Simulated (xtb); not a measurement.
xtb input file for C3H6FNSi, SMILES F[C@@H]1CN=C1[SiH3], GFN2-xTB. 

```
$ xtb mol.xyz --gfn 2 --sp --chrg 0 --uhf 0 --json
$ cat mol.xyz
12

F     -0.95520481     1.06561015     1.50779536
C     -0.92024369     0.75467357     0.17455097
C     -1.87874711    -0.34536951    -0.32510153
N     -0.69697885    -1.07007868    -0.81156879
C      0.12904461    -0.21930824    -0.31070663
Si     2.00805986    -0.23704571    -0.24569686
H     -0.96184673     1.69657584    -0.38243173
H     -2.59026511    -0.07281298    -1.10426647
H     -2.38465561    -0.88550757     0.47335223
H      2.48711203    -1.36583345    -1.03299737
H      2.38491806    -0.34068428     1.16386181
H      2.44727176     1.04698688    -0.79939593
```

Output:

```
[banner left out]
          |                Calculation Setup                |
           -------------------------------------------------



           -------------------------------------------------
          |                 G F N 2 - x T B                 |
           -------------------------------------------------

        Reference                      10.1021/acs.jctc.8b01176
      * Hamiltonian:
        H0-scaling (s, p, d)           1.850000    2.230000    2.230000
        zeta-weighting                 0.500000
      * Dispersion:
        s8                             2.700000
        a1                             0.520000
        a2                             5.000000
        s9                             5.000000
      * Repulsion:
        kExp                           1.500000    1.000000
        rExp                           1.000000
      * Coulomb:
        alpha                          2.000000
        third order                    shell-resolved
        anisotropic                    true
        a3                             3.000000
        a5                             4.000000
        cn-shift                       1.200000
        cn-exp                         4.000000
        max-rad                        5.000000


          ...................................................
          :                      SETUP                      :
          :.................................................:
          :  # basis functions                  36          :
          :  # atomic orbitals                  35          :
          :  # shells                           19          :
          :  # electrons                        34          :
          :  max. iterations                   250          :
          :  Hamiltonian                  GFN2-xTB          :
          :  restarted?                      false          :
          :  GBSA solvation                  false          :
          :  PC potential                    false          :
          :  electronic temp.          300.0000000     K    :
          :  accuracy                    1.0000000          :
          :  -> integral cutoff          0.2500000E+02      :
          :  -> integral neglect         0.1000000E-07      :
          :  -> SCF convergence          0.1000000E-05 Eh   :
          :  -> wf. convergence          0.1000000E-03 e    :
          :  Broyden damping             0.4000000          :
          :  net charge                          0          :
          :  unpaired electrons                  0          :
          ...................................................

 iter      E             dE          RMSdq      gap      omega  full diag
   1    -18.9094484 -0.189094E+02  0.539E+00    3.31       0.0  T
   2    -18.9679526 -0.585043E-01  0.275E+00    3.27       1.0  T
   3    -18.9638532  0.409937E-02  0.235E+00    2.91       1.0  T
   4    -18.9781578 -0.143046E-01  0.121E+00    3.08       1.0  T
   5    -18.9770499  0.110789E-02  0.710E-01    2.95       1.0  T
   6    -18.9786064 -0.155644E-02  0.183E-01    3.01       1.0  T
   7    -18.9786747 -0.683374E-04  0.875E-02    3.02       1.0  T
   8    -18.9786783 -0.355836E-05  0.195E-02    3.02       1.5  T
   9    -18.9786790 -0.701551E-06  0.513E-03    3.02       5.6  T
  10    -18.9786790 -0.289407E-08  0.261E-03    3.02      11.1  T
  11    -18.9786790 -0.241556E-07  0.465E-04    3.02      62.1  T
  12    -18.9786790 -0.604572E-09  0.168E-04    3.02     171.7  T

   *** convergence criteria satisfied after 12 iterations ***

         #    Occupation            Energy/Eh            Energy/eV
      -------------------------------------------------------------
         1        2.0000           -0.8158163             -22.1995
       ...           ...                  ...                  ...
        11        2.0000           -0.4783978             -13.0179
        12        2.0000           -0.4736022             -12.8874
        13        2.0000           -0.4555700             -12.3967
        14        2.0000           -0.4424238             -12.0390
        15        2.0000           -0.4377874             -11.9128
        16        2.0000           -0.4153418             -11.3020
        17        2.0000           -0.3896597             -10.6032 (HOMO)
        18                         -0.2785580              -7.5799 (LUMO)
        19                         -0.1999326              -5.4404
        20                         -0.1955767              -5.3219
        21                         -0.1824046              -4.9635
        22                         -0.1107684              -3.0142
       ...                                ...                  ...
        35                          0.6638943              18.0655
      -------------------------------------------------------------
                  HL-Gap            0.1111017 Eh            3.0232 eV
             Fermi-level           -0.3341088 Eh           -9.0916 eV

 SCC (total)                   0 d,  0 h,  0 min,  0.006 sec
 SCC setup                      ...        0 min,  0.000 sec (  2.582%)
 Dispersion                     ...        0 min,  0.000 sec (  0.744%)
 classical contributions        ...        0 min,  0.000 sec (  0.282%)
 integral evaluation            ...        0 min,  0.001 sec ( 15.212%)
 iterations                     ...        0 min,  0.003 sec ( 47.182%)
 molecular gradient             ...        0 min,  0.002 sec ( 32.742%)
 printout                       ...        0 min,  0.000 sec (  1.148%)

         :::::::::::::::::::::::::::::::::::::::::::::::::::::
         ::                     SUMMARY                     ::
         :::::::::::::::::::::::::::::::::::::::::::::::::::::
         :: total energy             -18.803453458562 Eh    ::
         :: gradient norm              0.000090041586 Eh/a0 ::
         :: HOMO-LUMO gap              3.023230165594 eV    ::
         ::.................................................::
         :: SCC energy               -18.978670126531 Eh    ::
         :: -> isotropic ES            0.032417988296 Eh    ::
         :: -> anisotropic ES          0.002344708998 Eh    ::
         :: -> anisotropic XC          0.008267780868 Eh    ::
         :: -> dispersion             -0.007397749740 Eh    ::
         :: repulsion energy           0.175216667969 Eh    ::
         :: add. restraining           0.000000000000 Eh    ::
         :: total charge               0.000000000000 e     ::
         :::::::::::::::::::::::::::::::::::::::::::::::::::::

           -------------------------------------------------
          |                Property Printout                |
           -------------------------------------------------

    * Orbital Energies and Occupations

         #    Occupation            Energy/Eh            Energy/eV
      -------------------------------------------------------------
         1        2.0000           -0.8158163             -22.1995
       ...           ...                  ...                  ...
         5        2.0000           -0.6102933             -16.6069
         6        2.0000           -0.5664446             -15.4137
         7        2.0000           -0.5525631             -15.0360
         8        2.0000           -0.5403826             -14.7046
         9        2.0000           -0.5254894             -14.2993
        10        2.0000           -0.5128920             -13.9565
        11        2.0000           -0.4783978             -13.0179
        12        2.0000           -0.4736022             -12.8874
        13        2.0000           -0.4555700             -12.3967
        14        2.0000           -0.4424238             -12.0390
        15        2.0000           -0.4377874             -11.9128
        16        2.0000           -0.4153418             -11.3020
        17        2.0000           -0.3896597             -10.6032 (HOMO)
        18                         -0.2785580              -7.5799 (LUMO)
        19                         -0.1999326              -5.4404
        20                         -0.1955767              -5.3219
        21                         -0.1824046              -4.9635
        22                         -0.1107684              -3.0142
        23                         -0.0683251              -1.8592
        24                          0.0055616               0.1513
        25                          0.0288304               0.7845
        26                          0.0580868               1.5806
        27                          0.1284233               3.4946
        28                          0.1504571               4.0941
       ...                                ...                  ...
        35                          0.6638943              18.0655
      -------------------------------------------------------------
                  HL-Gap            0.1111017 Eh            3.0232 eV
             Fermi-level           -0.3341088 Eh           -9.0916 eV

     #   Z          covCN         q      C6AA      α(0)
     1   9 F        0.783    -0.251    11.779     4.054
     2   6 C        3.861     0.139    18.307     6.085
     3   6 C        4.195     0.015    20.242     6.390
     4   7 N        2.025    -0.245    27.161     7.730
     5   6 C        3.230    -0.016    27.580     8.528
     6  14 Si       3.639     0.442    99.066    19.089
     7   1 H        0.924     0.038     2.479     2.462
     8   1 H        0.925     0.044     2.403     2.424
     9   1 H        0.925     0.062     2.179     2.308
    10   1 H        0.920    -0.071     4.642     3.370
    11   1 H        0.918    -0.072     4.682     3.384
    12   1 H        0.918    -0.083     5.000     3.497

 Mol. C6AA /au·bohr⁶  :       1880.684139
 Mol. C8AA /au·bohr⁸  :      54989.126737
 Mol. α(0) /au        :         69.320883


Wiberg/Mayer (AO) data.
largest (>0.10) Wiberg bond orders for each atom

 ---------------------------------------------------------------------------
     #   Z sym  total        # sym  WBO       # sym  WBO       # sym  WBO
 ---------------------------------------------------------------------------
     1   9 F    1.019 --     2 C    0.930
     2   6 C    3.891 --     5 C    0.993     3 C    0.977     7 H    0.954
                             1 F    0.930
     3   6 C    3.984 --     4 N    1.016     2 C    0.977     8 H    0.967
                             9 H    0.962
     4   7 N    3.002 --     5 C    1.878     3 C    1.016
     5   6 C    3.897 --     4 N    1.878     2 C    0.993     6 Si   0.858
     6  14 Si   3.617 --    10 H    0.902    11 H    0.898    12 H    0.898
                             5 C    0.858
     7   1 H    0.999 --     2 C    0.954
     8   1 H    0.998 --     3 C    0.967
     9   1 H    0.996 --     3 C    0.962
    10   1 H    0.995 --     6 Si   0.902
    11   1 H    0.995 --     6 Si   0.898
    12   1 H    0.993 --     6 Si   0.898
 ---------------------------------------------------------------------------

Topologies differ in total number of bonds
Writing topology from bond orders to xtbtopo.mol

molecular dipole:
                 x           y           z       tot (Debye)
 q only:        0.554       0.063      -0.458
   full:        0.243       0.377      -0.368       1.474
molecular quadrupole (traceless):
                xx          xy          yy          xz          yz          zz
 q only:        5.825      -0.319      -2.054       1.099      -3.325      -3.771
  q+dip:        5.648      -0.802      -1.429       1.525      -5.775      -4.219
   full:        6.321      -0.961      -2.227       1.339      -5.897      -4.095


           -------------------------------------------------
          | TOTAL ENERGY              -18.803453458562 Eh   |
Note: The following floating-point exceptions are signalling: IEEE_UNDERFLOW_FLAG IEEE_DENORMAL
normal termination of xtb
          | GRADIENT NORM               0.000090041586 Eh/α |
          | HOMO-LUMO GAP               3.023230165594 eV   |
           -------------------------------------------------

------------------------------------------------------------------------
------------------------------------------------------------------------
 total:
 SCF:
```

Self-consistency was reached.

Cost: roughly 0.020 core-seconds.
